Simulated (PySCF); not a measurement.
## Do core-level shifts follow atomic charges?

Species: 4-methyl-1,3-dithiane, C₅H₁₀S₂.
Atom-mapped SMILES: `[CH3:1][C@H:2]1[CH2:3][CH2:4][S:5][CH2:6][S:7]1`

Structure used (PBE0-D3(BJ)/def2-SVP), in Å, numbered top down from 1:
```xyz
17
C5H10S2 angstrom
C     -1.694    1.399   -0.127
C     -0.449    0.625    0.273
C     -0.505   -0.827   -0.189
C      0.642   -1.698    0.303
S      2.263   -1.251   -0.377
C      2.311    0.458    0.207
S      0.988    1.522   -0.415
H     -1.633    2.448    0.198
H     -1.827    1.386   -1.220
H     -2.587    0.947    0.331
H     -0.346    0.648    1.373
H     -1.449   -1.262    0.186
H     -0.546   -0.854   -1.290
H      0.487   -2.745    0.003
H      0.698   -1.682    1.405
H      3.257    0.891   -0.149
H      2.322    0.478    1.309
```

Binding energies: delta-SCF UKS SCAN, pcX-2 on the ionised atom, pcseg-1 elsewhere, spin-free X2C (PySCF 2.14.0). Charges: PBE0/pcSseg-1 ground-state density, for the ionised atom.

| atom | environment | C 1s (eV) | Mulliken (e) | IAO (e) | Hirshfeld (e) | ESP (e) |
| --- | --- | --- | --- | --- | --- | --- |
| C3 | ring CH2 carbon | 290.77 | -0.164 | -0.259 | -0.078 | +0.040 |
| C1 | methyl carbon | 290.80 | -0.213 | -0.411 | -0.118 | -0.683 |
| C2 | sp3 carbon bound to sulfur | 291.22 | -0.432 | -0.172 | -0.026 | +0.095 |
| C4 | sp3 carbon bound to sulfur | 291.23 | -0.322 | -0.340 | -0.074 | -0.253 |
| C6 | sp3 carbon bound to sulfur | 291.57 | -0.428 | -0.447 | -0.088 | -0.346 |

Task: How well does each charge scheme correlate with the binding energies over these sites?

Result: Hirshfeld: r = 0.31, slope 3.1 eV per e; ESP: r = 0.07, slope 0.1 eV per e; IAO: r = -0.24, slope -0.7 eV per e; Mulliken: r = -0.91, slope -2.5 eV per e. On 5 points no scheme stands out.

Task: The point-charge model writes a binding energy as kq + V + constant, with V the potential of the other atoms' charges at the site. What does it give with the IAO charges?

Result: V = Σ 14.40 eV Å × q/r over all other atoms: +1.40 eV at C3, +4.71 eV at C1, -0.41 eV at C2, +3.02 eV at C4, +4.62 eV at C6. Fitting binding energy − V to q gives k = 18.6 eV per e and leaves an rms residual of 0.53 eV, against 0.29 eV for the fit on q alone. The model has no term for differences in relaxation between sites.

The structure is a single PBE0-D3(BJ)/def2-SVP conformer in the gas phase; no vibrational or solvent corrections.
